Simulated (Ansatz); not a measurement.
Species: CBr2Cl2, charge 0, multiplicity 1. SMILES: ClC(Cl)(Br)Br
Structure (B3LYP-D3(BJ)/def2-TZVP (Ansatz, a quantum-chemistry and plane-wave program) minimum search):
```xyz
5

Cl    -1.6471    -0.8115    -0.8749
C     -0.3582    -0.1429     0.1386
Cl    -0.8472    -0.1836     1.8400
Br    -0.0029     1.7122    -0.3951
Br     1.2759    -1.2044    -0.0974
```
Charge 0, spin multiplicity 1.

Wanted: vertical electron affinity (to the doublet state of charge -1; a negative value means that the extra electron is unbound and the number depends on the basis; each state is the SCF solution reached for its spin), in eV. Cores are frozen in the correlated levels unless marked. Open shells are spin-unrestricted. No spin-orbit coupling. The frozen core is the preceding noble-gas configuration, with the filled d and f shells of earlier blocks. Non-relativistic. Anions need diffuse functions: def2-D sets add few. Basis-set limits of correlation are two-point, X^-3; Hartree-Fock from the larger set. [CCSD(T)-MP2]/basis is that difference in the basis named.

RI-MP2/CBS(def2-TZVPPD,def2-QZVPPD)+[CCSD(T)-MP2]/def2-TZVPPD (Ansatz) gives 0.61 eV.

Q: Another calculation gave 0.59 eV. Which level was it?
A) B2PLYP/def2-TZVPD (Ansatz)
B) BHLYP/def2-TZVPD (Ansatz)
C) SVWN5/def2-TZVPD (Ansatz)
D) B3LYP/def2-TZVPD (Ansatz)

A: B, BHLYP/def2-TZVPD (Ansatz). The others give 0.70 (B2PLYP), 0.87 (B3LYP), 1.06 (SVWN5) eV.
